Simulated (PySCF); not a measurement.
# Cost of excited-state runs on `C1[C@H]2[C@@H](N)[C@H]2[C@H](N)C1`, C6H12N2

Bonds (- single, = double, # triple, : aromatic): N1-C2, C2-C3, C3-C4, C4-C5, C5-C6, C6-N7, C6-C8, C8-C2, C8-C3. N1 carries H9, H10; C2 carries H11; C3 carries H12; C4 carries H13, H14; C5 carries H15, H16; C6 carries H17; N7 carries H18, H19; C8 carries H20. Stereochemistry as in N[C@@H]1[C@@H]2CC[C@@H](N)[C@H]12. H13, H16 are cis to C2 on the ring; H14, H15 are trans to C2 on the ring.

PySCF with density fitting, on 1 thread of an Intel Xeon Platinum 8488C, shared host. Command: `OMP_NUM_THREADS=1 python excited_run.py task.json out`

**Question.** How long does this run take, and how much memory?
- circular dichroism and optical rotation, B3LYP/def2-SVPD; 8 states

**Answer.** 
| run | level | basis functions | wall time | peak memory (GiB) |
| --- | --- | --- | --- | --- |
| circular dichroism and optical rotation | B3LYP/def2-SVPD | 256 | 78 s | 1.1 |

Times from a shared host are rough.
